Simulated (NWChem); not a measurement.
Molecule: C2H3ClFNSi; SMILES C#C[Si@@](N)(F)Cl

Results from NWChem. Structure relaxed at the B3LYP/6-31G* (spherical d) level. Level: B3LYP/def2-SVP with SMD, gas-phase geometry; reactions with the solvents are ignored. One conformer.

```csv
SMD term (kcal/mol),water,toluene
distortion of the solute's density,1.12,0.33
polarisation,-8.82,-4.60
"cavity, dispersion and structure",5.69,0.88
```

**Question.** Sum the solvation free energies, find the transfer free energy from water to toluene and the partition coefficient at 298.15 K.

**Answer.** 
1. ΔG(solv, water) = -2.01 kcal/mol and ΔG(solv, toluene) = -3.39 kcal/mol (1 M gas to 1 M solution).
2. Transfer: -3.39 − (-2.01) = -1.38 kcal/mol.
3. log₁₀ K(toluene/water) = −ΔG/(RT ln 10) = 1.38/1.364 = 1.0, so the model puts more of the solute in toluene.
4. Of the transfer energy, 3.43 kcal/mol is electrostatic and -4.81 comes from the non-electrostatic term. The two phases are taken as the pure solvents.
